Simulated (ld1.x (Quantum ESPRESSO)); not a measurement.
**An all-electron radial function and its pseudo partner (sulfur (S))**

Columns: radius, all-electron u(r) and pseudo u(r) of the 3p shell (level -7.02 eV) of sulfur in the configuration [Ne] 3s2 3p4; PBE, non-relativistic, PAW scheme, ld1.x (Quantum ESPRESSO) 7.5.

| r (bohr) | all-electron | pseudo |
| --- | --- | --- |
| 0.088 | 0.1362 | -0.0081 |
| 0.175 | 0.2819 | -0.0315 |
| 0.262 | 0.3302 | -0.0689 |
| 0.350 | 0.2923 | -0.1191 |
| 0.438 | 0.1994 | -0.1789 |
| 0.525 | 0.0806 | -0.2446 |
| 0.612 | -0.0467 | -0.3135 |
| 0.700 | -0.1723 | -0.3835 |
| 0.788 | -0.2878 | -0.4509 |
| 0.875 | -0.3888 | -0.5125 |
| 0.962 | -0.4755 | -0.5674 |
| 1.050 | -0.5489 | -0.6149 |
| 1.138 | -0.6082 | -0.6537 |
| 1.225 | -0.6538 | -0.6836 |
| 1.312 | -0.6875 | -0.7055 |
| 1.400 | -0.7108 | -0.7204 |
| 1.487 | -0.7245 | -0.7287 |
| 1.575 | -0.7305 | -0.7317 |
| 1.662 | -0.7296 | -0.7297 |
| 1.750 | -0.7231 | -0.7231 |
| 1.838 | -0.7120 | -0.7120 |
| 1.925 | -0.6975 | -0.6975 |
| 2.012 | -0.6801 | -0.6801 |
| 2.100 | -0.6603 | -0.6603 |
| 2.188 | -0.6388 | -0.6388 |
| 2.275 | -0.6165 | -0.6165 |

**Question.** How many radial nodes do the two functions have?

**Answer.** The all-electron 3p function has n − l − 1 = 1; the pseudo-wave has 0, since the states of the same l below it are removed with the core.

**Question.** At about which radius was the pseudo-wave matched?

**Answer.** 1.75 bohr. The columns agree to 0.0005 from 1.66 bohr on; several derivatives are matched, so the curves merge somewhat inside the radius.

**Question.** Is the pseudo-wave norm-conserving?

**Answer.** No, it belongs to a PAW set: the norm inside the radius is not constrained, and the difference is carried by the augmentation charge.
